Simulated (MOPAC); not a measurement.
MOPAC input (AM1):

```
AM1 FORCE THERMO(298,298) PRECISE LET UHF MS=0.5 GEO-OK AUX(PRECISION=9) THREADS=1
C4H5GeO

Ge    1.56586314 1   -0.09468276 1   -0.01943599 1
C    -0.33571117 1   -0.07157653 1    0.09513689 1
C    -1.28497817 1   -1.03028295 1    0.45570283 1
C    -2.57796294 1   -0.40690555 1    0.34344955 1
C    -2.35477868 1    0.89612920 1   -0.07829770 1
O    -0.98807829 1    1.11830706 1   -0.23523313 1
H     2.30224339 1    1.18866973 1   -0.46924476 1
H     2.28112558 1   -1.41556607 1    0.34754965 1
H    -1.09859107 1   -2.05534456 1    0.76440255 1
H    -3.53395460 1   -0.87784665 1    0.55183914 1
H    -2.98540164 1    1.74946310 1   -0.30468933 1
```

From the output:

```
     H   11   0.001484   0.000927   0.009311   0.012753   6.059956

          HEAT OF FORMATION =      31.975391 KCALS/MOLE

          ZERO POINT ENERGY      45.616 KCAL/MOL

           NORMAL COORDINATE ANALYSIS (Total motion = 1 Angstrom)

   Root No.       1         2         3         4         5         6         7         8

                 1 A"      2 A"      1 A'      3 A"      2 A'      3 A'      4 A"      5 A"

                 129.7     150.5     163.9     186.3     325.5     423.0     509.9     588.0

           1    0.0000    0.0000    0.0035   -0.0000    0.0759   -0.0004   -0.0000   -0.0000
           2   -0.0000   -0.0000   -0.0212    0.0000   -0.0016    0.0166    0.0000    0.0000
           3    0.0045    0.0048   -0.0000   -0.0195   -0.0000    0.0000   -0.0003   -0.0036
           4   -0.0000   -0.0000    0.0059    0.0000   -0.0626   -0.0017    0.0000    0.0000
           5    0.0000    0.0000    0.0903   -0.0000   -0.0106   -0.0248   -0.0000   -0.0000
           6   -0.0236   -0.0758    0.0000    0.0515    0.0000   -0.0000    0.0197    0.1998
           7    0.0000   -0.0000    0.0599    0.0000   -0.0928   -0.0157    0.0000   -0.0000
           8   -0.0000    0.0000    0.0386   -0.0000    0.0120   -0.0169   -0.0000    0.0000
           9    0.0101   -0.0403    0.0000    0.0345    0.0000    0.0000    0.0429   -0.0922
          10    0.0000    0.0000    0.0269   -0.0000   -0.1000   -0.0078   -0.0000    0.0000
          11   -0.0000   -0.0000   -0.0329    0.0000    0.0144    0.0013    0.0000   -0.0000
          12    0.0288    0.0461   -0.0000   -0.0287    0.0000    0.0000   -0.0777    0.0348
          13   -0.0000    0.0000   -0.0456   -0.0000   -0.0881    0.0113    0.0000    0.0000
          14    0.0000   -0.0000   -0.0203    0.0000    0.0061   -0.0017   -0.0000   -0.0000
          15   -0.0029    0.0443   -0.0000   -0.0288    0.0000   -0.0000    0.0837    0.0171
          16   -0.0000   -0.0000   -0.0568    0.0000   -0.0805    0.0131   -0.0000   -0.0000
          17    0.0000    0.0000    0.0559   -0.0000   -0.0117   -0.0223    0.0000    0.0000
          18   -0.0349   -0.0412    0.0000    0.0336    0.0000   -0.0000   -0.0659   -0.0933
          19    0.0000    0.0000    0.1298    0.0000    0.0934    0.3676    0.0000    0.0000
          20   -0.0000   -0.0000   -0.0910   -0.0000   -0.0098   -0.1848   -0.0000   -0.0000
          21    0.4035    0.1673   -0.0000    0.3610   -0.0000   -0.0000    0.0101    0.0221
          22   -0.0000    0.0000   -0.1205    0.0000    0.1060   -0.3559   -0.0000    0.0000
          23    0.0000   -0.0000   -0.0852   -0.0000    0.0126   -0.1646    0.0000   -0.0000
          24   -0.3974    0.3183    0.0000    0.2496   -0.0000    0.0000   -0.0065    0.0100
          25    0.0000   -0.0000    0.1213    0.0000   -0.1203   -0.0320    0.0000   -0.0000
          26   -0.0000    0.0000    0.0487   -0.0000    0.0074   -0.0195   -0.0000    0.0000
          27    0.0232   -0.0677    0.0000    0.0586    0.0000    0.0000    0.1570   -0.3580
          28    0.0000    0.0000    0.0540   -0.0000   -0.0999   -0.0158   -0.0000    0.0000
          29   -0.0000   -0.0000   -0.0846    0.0000    0.0140    0.0165    0.0000   -0.0000
          30    0.0614    0.1039   -0.0000   -0.0705    0.0000    0.0000   -0.2245    0.1471
          31   -0.0000    0.0000   -0.0930   -0.0000   -0.0724    0.0252    0.0000    0.0000
          32    0.0000   -0.0000   -0.0539    0.0000    0.0174    0.0081   -0.0000   -0.0000
          33   -0.0098    0.0903   -0.0000   -0.0638    0.0000   -0.0000    0.3118    0.0220

   Root No.       9        10        11        12        13        14        15        16

                 4 A'      6 A"      7 A"      8 A"      5 A'      6 A'      7 A'      8 A'

                 618.4     802.6     839.1     910.0     921.1     951.9    1099.5    1134.8

           1   -0.0137   -0.0000   -0.0000    0.0000   -0.0006   -0.0068    0.0009   -0.0023
           2   -0.0001    0.0000    0.0000   -0.0000   -0.0006   -0.0001   -0.0001   -0.0002
           3    0.0000   -0.0001   -0.0001    0.0001    0.0000   -0.0000   -0.0000   -0.0000
           4   -0.0010    0.0000    0.0000   -0.0000    0.0022    0.1048   -0.0280    0.0626
           5    0.0007   -0.0000   -0.0000    0.0000   -0.0551    0.0073    0.0171   -0.0089
           6   -0.0000    0.0108    0.0167   -0.0208   -0.0000   -0.0000    0.0000   -0.0000
           7    0.0021   -0.0000   -0.0000    0.0000    0.0787    0.0265    0.0136    0.0228
           8   -0.0017    0.0000    0.0000   -0.0000   -0.0566    0.1277   -0.0196    0.0193
           9    0.0000   -0.0189   -0.0543    0.0856   -0.0000    0.0000   -0.0000   -0.0000
          10    0.0039   -0.0000   -0.0000   -0.0000    0.1113   -0.0673   -0.0158    0.0054
          11   -0.0007    0.0000    0.0000    0.0000    0.0935    0.0130   -0.0017    0.0172
          12   -0.0000   -0.0050   -0.0435   -0.0950    0.0000    0.0000    0.0000   -0.0000
          13    0.0032   -0.0000    0.0000    0.0000   -0.0903   -0.0427   -0.0017    0.0074
          14    0.0004    0.0000   -0.0000   -0.0000    0.1050   -0.0202    0.0141   -0.0239
          15   -0.0000   -0.0844    0.0470    0.0270    0.0000    0.0000    0.0000   -0.0000
          16    0.0023    0.0000   -0.0000    0.0000   -0.0773    0.0030   -0.0099   -0.0324
          17    0.0017   -0.0000    0.0000   -0.0000   -0.0642   -0.0997   -0.0311   -0.0176
          18   -0.0000    0.0193   -0.0020    0.0004   -0.0000   -0.0000   -0.0000    0.0000
          19    0.4070    0.0000   -0.0000   -0.0000    0.0022   -0.0011   -0.0027   -0.0009
          20   -0.2339   -0.0000    0.0000    0.0000   -0.0026   -0.0053    0.0021   -0.0022
          21   -0.0000    0.0011   -0.0006   -0.0001    0.0000   -0.0000    0.0000    0.0000
          22    0.4342    0.0000    0.0000   -0.0000   -0.0028    0.0037    0.0022    0.0005
          23    0.2317   -0.0000   -0.0000    0.0000   -0.0018    0.0069    0.0001    0.0020
          24    0.0000    0.0005    0.0010   -0.0011   -0.0000   -0.0000   -0.0000   -0.0000
          25    0.0058    0.0000    0.0000   -0.0000   -0.0892   -0.0185    0.4284   -0.0888
          26   -0.0012   -0.0000   -0.0000    0.0000   -0.0841    0.1213    0.0505    0.0011
          27    0.0000    0.1327    0.3642   -0.3354   -0.0000    0.0000   -0.0000   -0.0000
          28    0.0032    0.0000    0.0000    0.0000    0.1776    0.0403   -0.1205   -0.2069
          29    0.0006   -0.0000   -0.0000   -0.0000   -0.0308   -0.1882    0.1985    0.4213
          30   -0.0000    0.2624    0.2769    0.3986   -0.0000   -0.0000    0.0000    0.0000
          31    0.0013    0.0000   -0.0000   -0.0000   -0.0287    0.1685    0.1618   -0.1976
          32   -0.0010   -0.0000    0.0000    0.0000    0.1505    0.1315    0.1347   -0.1721
          33   -0.0000    0.4649   -0.1937   -0.0359    0.0000    0.0000    0.0000   -0.0000

   Root No.      17        18        19        20        21        22        23        24

                 9 A'     10 A'     11 A'     12 A'     13 A'     14 A'     15 A'     16 A'

                1206.0    1347.8    1358.8    1406.9    1514.8    1600.3    1925.4    1938.4

           1    0.0002    0.0004   -0.0019   -0.0022    0.0011    0.0008   -0.0066   -0.0001
           2   -0.0003    0.0002    0.0002    0.0003    0.0005    0.0000   -0.0001   -0.0122
           3   -0.0000   -0.0000   -0.0000   -0.0000    0.0000   -0.0000    0.0000   -0.0000
           4    0.0010   -0.0781    0.0638    0.1438   -0.0821   -0.0627    0.0009    0.0001
           5    0.0438    0.0507   -0.1447   -0.0248   -0.1204   -0.0567   -0.0003    0.0006
           6    0.0000    0.0000   -0.0000   -0.0000   -0.0000   -0.0000   -0.0000   -0.0000
           7    0.0141    0.1117    0.1125   -0.0963   -0.0127    0.1022    0.0001    0.0001
           8   -0.0214   -0.0312   -0.0430   -0.0403    0.1285    0.0668    0.0001   -0.0002
           9   -0.0000   -0.0000   -0.0000    0.0000    0.0000    0.0000   -0.0000   -0.0000
          10    0.0107   -0.0506   -0.1279    0.0359    0.1048   -0.0519   -0.0001   -0.0001
          11   -0.0323    0.0293    0.0575   -0.1088   -0.0165   -0.1611    0.0001    0.0001
          12   -0.0000    0.0000    0.0000   -0.0000   -0.0000   -0.0000   -0.0000   -0.0000
          13    0.0170   -0.1440   -0.0027   -0.1391   -0.0479    0.0471    0.0000    0.0001
          14   -0.0216   -0.0394   -0.0360    0.0713   -0.0728    0.1620   -0.0001    0.0001
          15   -0.0000    0.0000   -0.0000    0.0000   -0.0000    0.0000    0.0000    0.0000
          16   -0.0316    0.1414   -0.0379    0.0521    0.0112   -0.0029   -0.0001   -0.0002
          17    0.0081   -0.0116    0.1275    0.0599    0.0360   -0.0126    0.0000   -0.0002
          18    0.0000   -0.0000    0.0000    0.0000    0.0000   -0.0000    0.0000    0.0000
          19   -0.0042   -0.0007    0.0087    0.0018    0.0093    0.0031    0.2440    0.2333
          20    0.0018    0.0023   -0.0066   -0.0026   -0.0016   -0.0001    0.4398    0.4257
          21   -0.0000   -0.0000   -0.0000   -0.0000    0.0000   -0.0000    0.0000    0.0000
          22    0.0048    0.0025   -0.0103   -0.0034   -0.0088   -0.0023    0.2245   -0.2275
          23    0.0014   -0.0002   -0.0012    0.0015   -0.0029   -0.0019   -0.4335    0.4456
          24    0.0000   -0.0000   -0.0000    0.0000   -0.0000    0.0000   -0.0000    0.0000
          25   -0.2857   -0.1767    0.0937    0.0785    0.0176   -0.1355    0.0002   -0.0003
          26   -0.0710   -0.0753   -0.0541   -0.0226    0.1376    0.0227    0.0003   -0.0004
          27    0.0000   -0.0000   -0.0000    0.0000    0.0000    0.0000   -0.0000   -0.0000
          28   -0.0701   -0.1121   -0.0512   -0.0885    0.0177   -0.1452    0.0000    0.0000
          29    0.1213    0.1340   -0.0895    0.0978    0.1598    0.0134    0.0000   -0.0001
          30    0.0000    0.0000   -0.0000    0.0000    0.0000    0.0000   -0.0000   -0.0000
          31    0.3304   -0.0691    0.1504    0.0039    0.1602   -0.1484    0.0003   -0.0001
          32    0.2112   -0.0002    0.0944    0.1767    0.0697    0.0348   -0.0000   -0.0001
          33    0.0000    0.0000    0.0000    0.0000    0.0000    0.0000    0.0000    0.0000

   Root No.      25        26        27

                17 A'     18 A'     19 A'

                3276.2    3283.0    3296.8

           1   -0.0000   -0.0000    0.0000
           2   -0.0000   -0.0000    0.0000
           3   -0.0000    0.0000    0.0000
           4    0.0011    0.0009   -0.0018
           5   -0.0008    0.0005    0.0010
           6    0.0000   -0.0000    0.0000
           7    0.0088    0.0013   -0.0026
           8   -0.0541   -0.0134    0.0114
           9   -0.0000   -0.0000    0.0000
          10    0.0153   -0.0396    0.0178
          11    0.0077   -0.0215    0.0102
          12    0.0000   -0.0000    0.0000
          13    0.0029    0.0096    0.0275
          14   -0.0033   -0.0154   -0.0412
          15   -0.0000   -0.0000   -0.0000
          16   -0.0003    0.0015    0.0015
```
